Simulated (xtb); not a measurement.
C₂Cl₂O₂Pt, charge -1, doublet, from a rough starting geometry (GFN-xTB shapes and energies of metal compounds can be far from the true ones) (the multiplicity is a formal guess); GFN2-xTB in xtb 6.7.1.

Input for xtb:
```
$ xtb mol.xyz --gfn 2 --chrg -1 --uhf 1 --opt vtight --json

# file mol.xyz
7

Pt    -0.02090539    -0.02155864    -0.02703183
Cl     2.12600098    -0.85792681    -0.02761838
Cl    -2.12429569     0.85461536     0.00041362
O      1.14589806     2.71072652    -0.00316888
C      0.70781485     1.71166252     0.03606284
O     -1.13767758    -2.73492765    -0.02076137
C     -0.79025988    -1.73181856     0.01155396
```

The log (banner, timings and long lists left out):

```
   ID    Z sym.   atoms
    1   78 Pt     1
    2   17 Cl     2, 3
    3    8 O      4, 6
    4    6 C      5, 7

           -------------------------------------------------
          |                Calculation Setup                |
           -------------------------------------------------

           -------------------------------------------------
          |                 G F N 2 - x T B                 |
           -------------------------------------------------

          ...................................................
          :                      SETUP                      :
          :.................................................:
          :  # basis functions                  46          :
          :  # atomic orbitals                  43          :
          :  # shells                           17          :
          :  # electrons                        45          :
          :  max. iterations                   250          :
          :  Hamiltonian                  GFN2-xTB          :
          :  restarted?                      false          :
          :  GBSA solvation                  false          :
          :  PC potential                    false          :
          :  electronic temp.          300.0000000     K    :
          :  accuracy                    1.0000000          :
          :  -> integral cutoff          0.2500000E+02      :
          :  -> integral neglect         0.1000000E-07      :
          :  -> SCF convergence          0.1000000E-05 Eh   :
          :  -> wf. convergence          0.1000000E-03 e    :
          :  Broyden damping             0.4000000          :
          :  net charge                         -1          :
          :  unpaired electrons                  1          :
          ...................................................

 iter      E             dE          RMSdq      gap      omega  full diag
   1    -26.2367868 -0.262368E+02  0.117E+01    1.30       0.0  T
   2    -26.5077199 -0.270933E+00  0.769E+00    0.83       1.0  T
   3    -26.5182370 -0.105172E-01  0.464E+00    0.85       1.0  T
   4    -26.4389246  0.793125E-01  0.341E+00    0.59       1.0  T
   5    -26.5220177 -0.830931E-01  0.781E-01    0.78       1.0  T
   6    -26.5218327  0.184957E-03  0.481E-01    0.78       1.0  T
   7    -26.5223530 -0.520254E-03  0.323E-01    0.78       1.0  T
   8    -26.5224457 -0.927195E-04  0.155E-01    0.78       1.0  T
   9    -26.5224785 -0.327807E-04  0.955E-02    0.78       1.0  T
  10    -26.5224956 -0.171512E-04  0.171E-02    0.79       2.2  T
  11    -26.5224958 -0.120186E-06  0.854E-03    0.79       4.4  T
  12    -26.5224958 -0.656681E-07  0.253E-03    0.79      14.9  T
  13    -26.5224958 -0.847221E-08  0.982E-04    0.79      38.5  T
  14    -26.5224958 -0.229880E-08  0.709E-04    0.79      53.3  T

   *** convergence criteria satisfied after 14 iterations ***

         :::::::::::::::::::::::::::::::::::::::::::::::::::::
         ::                     SUMMARY                     ::
         :::::::::::::::::::::::::::::::::::::::::::::::::::::
         :: total energy             -26.280472592513 Eh    ::
         :: gradient norm              0.482151214063 Eh/a0 ::
         :: HOMO-LUMO gap              0.786404831199 eV    ::
         ::.................................................::
         :: SCC energy               -26.522487936185 Eh    ::
         :: -> isotropic ES            0.118345703032 Eh    ::
         :: -> anisotropic ES         -0.003498315547 Eh    ::
         :: -> anisotropic XC         -0.006473217590 Eh    ::
         :: -> dispersion             -0.008404493278 Eh    ::
         :: repulsion energy           0.242015343672 Eh    ::
         :: add. restraining           0.000000000000 Eh    ::
         :: total charge              -1.000000000000 e     ::
         :::::::::::::::::::::::::::::::::::::::::::::::::::::

      -----------------------------------------------------------
     |                   =====================                   |
     |                        A N C O P T                        |
     |                   =====================                   |
     |               Approximate Normal Coordinate               |
     |                Rational Function Optimizer                |
      -----------------------------------------------------------
      -----------------------------------------------------------
     |                   =====================                   |
     |                        A N C O P T                        |
     |                   =====================                   |
     |               Approximate Normal Coordinate               |
     |                Rational Function Optimizer                |
      -----------------------------------------------------------

          ...................................................
          :                      SETUP                      :
          :.................................................:
          :   optimization level         verytight          :
          :   max. optcycles                   200          :
          :   ANC micro-cycles                  20          :
          :   degrees of freedom                15          :
          :.................................................:
          :   RF solver                   davidson          :
          :   write xtbopt.log                true          :
          :   linear?                        false          :
          :   energy convergence         0.1000000E-06 Eh   :
          :   grad. convergence          0.2000000E-03 Eh/α :
          :   maxmium RF displ.          1.0000000          :
          :   Hlow (freq-cutoff)         0.1000000E-01      :
          :   Hmax (freq-cutoff)         5.0000000          :
          :   S6 in model hess.         20.0000000          :
          ...................................................

[...]
 * total energy  :   -26.3265303 Eh     change        0.8400671E-04 Eh
 * total energy  :   -26.3265960 Eh     change       -0.6567508E-04 Eh
 * total energy  :   -26.3266018 Eh     change       -0.5850642E-05 Eh
 * total energy  :   -26.3266839 Eh     change       -0.8214437E-04 Eh
 * total energy  :   -26.3266915 Eh     change       -0.7505742E-05 Eh
 * total energy  :   -26.3267014 Eh     change       -0.9966048E-05 Eh
 * total energy  :   -26.3267169 Eh     change       -0.1547968E-04 Eh
 * total energy  :   -26.3267256 Eh     change       -0.8740781E-05 Eh
 * total energy  :   -26.3267289 Eh     change       -0.3248320E-05 Eh
 * total energy  :   -26.3267306 Eh     change       -0.1704331E-05 Eh
 * total energy  :   -26.3267320 Eh     change       -0.1433469E-05 Eh
 * total energy  :   -26.3267324 Eh     change       -0.4080688E-06 Eh
 * total energy  :   -26.3267325 Eh     change       -0.8294201E-07 Eh
   *** GEOMETRY OPTIMIZATION CONVERGED AFTER 35 ITERATIONS ***
[...]

   *** convergence criteria satisfied after 3 iterations ***

         :::::::::::::::::::::::::::::::::::::::::::::::::::::
         ::                     SUMMARY                     ::
         :::::::::::::::::::::::::::::::::::::::::::::::::::::
         :: total energy             -26.326732517116 Eh    ::
         :: gradient norm              0.000072941902 Eh/a0 ::
         :: HOMO-LUMO gap              1.245365663711 eV    ::
         ::.................................................::
         :: SCC energy               -26.472934602673 Eh    ::
         :: -> isotropic ES            0.124066871609 Eh    ::
         :: -> anisotropic ES         -0.000149127879 Eh    ::
         :: -> anisotropic XC         -0.004097486263 Eh    ::
         :: -> dispersion             -0.008071193440 Eh    ::
         :: repulsion energy           0.146202085557 Eh    ::
         :: add. restraining           0.000000000000 Eh    ::
         :: total charge              -1.000000000000 e     ::
         :::::::::::::::::::::::::::::::::::::::::::::::::::::

           -------------------------------------------------
          |                Property Printout                |
           -------------------------------------------------

    * Orbital Energies and Occupations

         #    Occupation            Energy/Eh            Energy/eV
      -------------------------------------------------------------
         1        2.0000           -0.8935918             -24.3159
       ...           ...                  ...                  ...
        11        2.0000           -0.4112600             -11.1910
        12        2.0000           -0.3633966              -9.8885
        13        2.0000           -0.3010206              -8.1912
        14        2.0000           -0.2817893              -7.6679
        15        2.0000           -0.2741648              -7.4604
        16        2.0000           -0.2724937              -7.4149
        17        2.0000           -0.2715199              -7.3884
        18        2.0000           -0.2659353              -7.2365
        19        2.0000           -0.2575822              -7.0092
        20        2.0000           -0.2521047              -6.8601
        21        2.0000           -0.2519371              -6.8556
        22        2.0000           -0.2449540              -6.6655
        23        1.0000           -0.1986135              -5.4045 (HOMO)
        24                         -0.1528472              -4.1592 (LUMO)
        25                         -0.1369099              -3.7255
        26                         -0.1178185              -3.2060
        27                         -0.1144362              -3.1140
        28                          0.1904627               5.1828
        29                          0.2086197               5.6768
        30                          0.2089469               5.6857
        31                          0.2098903               5.7114
        32                          0.2099006               5.7117
        33                          0.2101453               5.7183
        34                          0.2104065               5.7255
       ...                                ...                  ...
        43                          1.0888818              29.6300
      -------------------------------------------------------------
                  HL-Gap            0.0457663 Eh            1.2454 eV
             Fermi-level           -0.1987567 Eh           -5.4084 eV

     #   Z          covCN         q      C6AA      α(0)
     1  78 Pt       3.405    -0.217   367.145    36.104
     2  17 Cl       0.765    -0.410   112.345    16.213
     3  17 Cl       0.765    -0.410   112.349    16.214
     4   8 O        0.856    -0.194    17.972     5.684
     5   6 C        1.792     0.213    26.186     8.271
     6   8 O        0.856    -0.194    17.970     5.684
     7   6 C        1.792     0.213    26.186     8.270

 Mol. C6AA /au·bohr⁶  :       3460.168152
 Mol. C8AA /au·bohr⁸  :     179608.147793
 Mol. α(0) /au        :         96.439398

Wiberg/Mayer (AO) data.
largest (>0.10) Wiberg bond orders for each atom

 ---------------------------------------------------------------------------
     #   Z sym  total        # sym  WBO       # sym  WBO       # sym  WBO
 ---------------------------------------------------------------------------
     1  78 Pt   4.461 --     5 C    1.267     7 C    1.267     2 Cl   0.743
                             3 Cl   0.743     4 O    0.221     6 O    0.221
     2  17 Cl   0.961 --     1 Pt   0.743
     3  17 Cl   0.961 --     1 Pt   0.743
     4   8 O    2.467 --     5 C    2.171     1 Pt   0.221
     5   6 C    3.601 --     4 O    2.171     1 Pt   1.267
     6   8 O    2.467 --     7 C    2.171     1 Pt   0.221
     7   6 C    3.600 --     6 O    2.171     1 Pt   1.267
 ---------------------------------------------------------------------------

Topologies differ in total number of bonds
Writing topology from bond orders to xtbtopo.mol

molecular dipole:
                 x           y           z       tot (Debye)
 q only:        0.464      -0.079       1.170
   full:        0.471      -0.081       1.188       3.256
molecular quadrupole (traceless):
                xx          xy          yy          xz          yz          zz
 q only:       -6.549       3.535      -0.203       6.208      -2.178       6.751
  q+dip:      -11.038       7.964       4.120       8.741      -3.588       6.918
   full:       -9.825       6.351       2.019       8.424      -3.221       7.806

optimized geometry written to: xtbopt.xyz

           -------------------------------------------------
          | TOTAL ENERGY              -26.326732517116 Eh   |
          | GRADIENT NORM               0.000072941902 Eh/α |
          | HOMO-LUMO GAP               1.245365663711 eV   |
           -------------------------------------------------

normal termination of xtb
```
